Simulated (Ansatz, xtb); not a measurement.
**C2H10Ge2S: which of two isomers lies lower**

Structure a is `C[S][GeH2][GeH2][CH3]`, a singlet and structure b is `[CH3][GeH2][CH2][S][GeH3]`, a singlet. Both are isolated molecules in the gas phase, relaxed with r2SCAN-D4/def2-SVP; each stands in its lowest conformer found.

Quicker runs give these differences E(b) − E(a): GFN2-xTB +0.543 eV; HF/STO-3G +0.493 eV (at GFN2-xTB geometries); r2SCAN-D4/def2-SVP//GFN2-xTB +0.518 eV.

Estimate E(b) − E(a) at the level CCSD(T)/def2-SVP + ΔMP2/def2-TZVPP.

Calculated at CCSD(T)/def2-SVP + ΔMP2/def2-TZVPP: E(b) − E(a) = +0.472 eV, so structure a lies lower.

The same difference at several levels:

| level | geometry | E(b) − E(a) (eV) | departure from the last row (eV) | job, with rough time for the two |
| --- | --- | --- | --- | --- |
| GFN2-xTB | GFN2-xTB | +0.543 | +0.071 | optimisation, 0.2 s |
| HF/STO-3G | GFN2-xTB | +0.493 | +0.021 | single point, 0.54 s |
| r2SCAN-D4/def2-SVP//GFN2-xTB | GFN2-xTB | +0.518 | +0.046 | single point, 3.9 s |
| r2SCAN-D4/def2-SVP | r2SCAN-D4/def2-SVP | +0.523 | +0.051 | optimisation, 50 s |
| HF/def2-SVP | r2SCAN-D4/def2-SVP | +0.419 | −0.053 | part of the CCSD(T) run |
| MP2/def2-SVP | r2SCAN-D4/def2-SVP | +0.427 | −0.045 | part of the CCSD(T) run |
| CCSD(T)/def2-SVP | r2SCAN-D4/def2-SVP | +0.448 | −0.024 | single point |
| CCSD(T)/def2-SVP + ΔMP2/def2-TZVPP | r2SCAN-D4/def2-SVP | +0.472 |  | single point, 93 s |

As drawn, b has 1 C–Ge, 1 Ge–H in place of 1 Ge–Ge, 1 C–H.

The levels shown agree on the order. The largest departure from CCSD(T)/def2-SVP + ΔMP2/def2-TZVPP is that of GFN2-xTB, 0.071 eV. The last row adds to CCSD(T) the change of the MP2 difference between the two basis sets, here +0.024 eV.

With thermal terms from frequencies at re-optimised GFN2-xTB minima (ideal gas, soft modes damped towards free rotors, one conformer each, 298.15 K, 1 atm): the zero-point term adds −0.062 eV; ΔH is +0.393 and ΔG +0.425 eV.

The correlated steps freeze 25 core orbitals; the filled d shell of Ge is correlated, in a basis made for valence electrons. Programs: Ansatz 0.2.0, xtb 6.7.1; the last row on 4 threads of Arm Neoverse V2 on a shared host.
